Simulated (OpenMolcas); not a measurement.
Au2+ in a point-charge field

Au2+ among 3 point charges of -1 e arranged as a planar triangle (D3h), 2.06 Å from the ion.

```json
{
  "Program": "OpenMolcas 26.06",
  "Method": "SS-CASPT2, IPEA 0.25 Eh, imaginary shift 0.1 Eh (closed shells correlated: 4f 5s 5p)",
  "Basis": "ANO-RCC-VDZP [7s6p4d2f]",
  "Scalar Hamiltonian": "DKH2, point nucleus",
  "Active space": "9 electrons in 5 orbitals (5d)",
  "State averaging": "2S+1 = 2 even, 5 roots",
  "Spin-orbit coupling": "RASSI with atomic mean-field integrals over the reference wave functions"
}
```

The lowest spin-free states (labels of D3, the rotations of D3h), above the lowest:

```tsv
State	Degeneracy	E (cm-1)	Free-ion L (%)
2E	2	0	D (100)
2E	2	6190	D (100)
2A1	1	7620	D (100)
```

The lowest levels with spin-orbit coupling:

| E (cm-1) | Degeneracy | Label | 2S+1 | g |
| --- | --- | --- | --- | --- |
| 0 | 2 | E1/2 | 2 | 0.00 0.00 5.99 |
| 4540 | 2 | E3/2 | 2 | 0.00 0.00 3.17 |
| 7310 | 2 | E1/2 | 2 | 1.09 3.51 3.51 |
| 15500 | 2 | E3/2 | 2 | 0.00 0.00 2.81 |
| 20140 | 2 | E1/2 | 2 | 0.91 1.51 1.51 |

Powder χT (cm3 K/mol): 1.12 at 2 K, 1.12 at 10 K, 1.13 at 50 K, 1.14 at 100 K, 1.15 at 200 K, 1.17 at 300 K. The effective moment at 300 K is 2.828 √(χT) = 3.05 μB.

The lowest level has 2S+1 = 2, for which the spin-only value is χT = S(S+1) / 2 = 0.375 cm3 K/mol (g = 2). The computed 1.167 at 300 K differs by +0.792, through orbital momentum, spin-orbit coupling and any other state in reach.

Roots that are degenerate in the reference are averaged as groups; the widest CASPT2 spread within a group is 76 cm-1 (the 2-fold group of multiplicity 2 near 0 cm-1 above the lowest state of its run). Shifts and gaps below about the spread of the groups concerned are not significant. An orbital doublet at a regular site is open to a Jahn-Teller distortion, which this geometry leaves out. Free-ion shares, where given, are those of the reference states; single-state CASPT2 does not remix them. Point charges carry no covalency, so the field is a model and not that of real ligands. No measured value stands beside these numbers.
